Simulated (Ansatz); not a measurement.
Cost and result for the atomization energy of FGaH4N2, SMILES `[NH2][Ga]([NH2])[F]` (8 atoms, 7 bonds).

Charge 0, multiplicity 1. Correlated methods include outer-core shells of Ga, which these sets cover unevenly. Scalar relativity is left out up to krypton. All single points use the PBE0-D4/def2-TZVP geometry. It is one conformer, not always the lowest. Program: Ansatz. All runs use 4 threads of an Intel Xeon Platinum 8259CL on a shared host. Times are those of one run each, without the atoms' runs, and a repeat can differ threefold. Electronic energies, without spin–orbit coupling; frozen cores. CCSD(T)/CBS adds CCSD(T) − MP2 in def2-TZVPP to the MP2 limit, and its time is that of the two runs behind it. T1 = 0.013. With those shells the extrapolation isn't a true limit. B3LYP takes the VWN-RPA correlation (the form of Gaussian; ORCA's B3LYP/G). HSE06 is the plane-wave form, built on full-range PBE exchange.

CCSD(T)/CBS is a level of theory with its own doubt, some kJ/mol a heavy atom from the limit and from the frozen cores, so smaller differences don't rank the functionals.

```json
{"level": "BLYP-D4/def2-TZVPP", "functions": "197", "wall time": "1.6 s", "atomization (kcal/mol)": "636.6", "difference from CCSD(T)/CBS": "-3.0", "per bond": "-0.4"}
{"level": "revPBE-D4/def2-TZVPP", "functions": "197", "wall time": "1.8 s", "atomization (kcal/mol)": "626.1", "difference from CCSD(T)/CBS": "-13.5", "per bond": "-1.9"}
{"level": "PBE0-D4/def2-TZVPP", "functions": "197", "wall time": "2.3 s", "atomization (kcal/mol)": "628.7", "difference from CCSD(T)/CBS": "-10.9", "per bond": "-1.6"}
{"level": "B3LYP-D4/def2-TZVPP (with forces)", "functions": "197", "wall time": "3.1 s", "atomization (kcal/mol)": "633.0", "difference from CCSD(T)/CBS": "-6.6", "per bond": "-0.9"}
{"level": "BHLYP-D4/def2-TZVPP", "functions": "197", "wall time": "3.1 s", "atomization (kcal/mol)": "607.4", "difference from CCSD(T)/CBS": "-32.2", "per bond": "-4.6"}
{"level": "HSE06-D4/def2-TZVPP", "functions": "197", "wall time": "3.5 s", "atomization (kcal/mol)": "629.3", "difference from CCSD(T)/CBS": "-10.3", "per bond": "-1.5"}
{"level": "r2SCANh-D4/def2-TZVPP", "functions": "197", "wall time": "3.7 s", "atomization (kcal/mol)": "624.9", "difference from CCSD(T)/CBS": "-14.7", "per bond": "-2.1"}
{"level": "B97M-V/def2-TZVPP", "functions": "197", "wall time": "5 s", "atomization (kcal/mol)": "630.4", "difference from CCSD(T)/CBS": "-9.2", "per bond": "-1.3"}
{"level": "CCSD(T)/def2-SVP", "functions": "94", "wall time": "5 s", "atomization (kcal/mol)": "585.1", "difference from CCSD(T)/CBS": "-54.5", "per bond": "-7.8"}
{"level": "ωB97X-V/def2-TZVPP", "functions": "197", "wall time": "6.5 s", "atomization (kcal/mol)": "639.2", "difference from CCSD(T)/CBS": "-0.4", "per bond": "-0.1"}
{"level": "MP2/def2-QZVPP", "functions": "380", "wall time": "19 s", "atomization (kcal/mol)": "646.6", "difference from CCSD(T)/CBS": "7.0", "per bond": "1.0"}
{"level": "CCSD(T)/def2-TZVPP", "functions": "197", "wall time": "68 s", "atomization (kcal/mol)": "618.6", "difference from CCSD(T)/CBS": "-21.0", "per bond": "-3.0"}
{"level": "CCSD(T)/CBS(def2)", "functions": "–", "wall time": "87 s", "atomization (kcal/mol)": "639.6", "difference from CCSD(T)/CBS": "0.0", "per bond": "0.0"}
```

The D4 term adds +4.9 kcal/mol with B3LYP and +2.5 kcal/mol with PBE0; it sums over pairs of atoms, weighted by their polarisabilities, and B3LYP, whose exchange is more repulsive, gets the larger term. From BLYP to BHLYP (50 % exact exchange), in def2-TZVPP and without D4, the atomization energy moves by −26.5 kcal/mol: exact exchange takes away binding that semilocal exchange gives to molecules. At CCSD(T), def2-SVP lies −54.5 kcal/mol from the extrapolated value and def2-TZVPP −21.0 kcal/mol: correlation converges slowly with the basis, and small sets miss more of it in the bonded molecule than in its fragments.
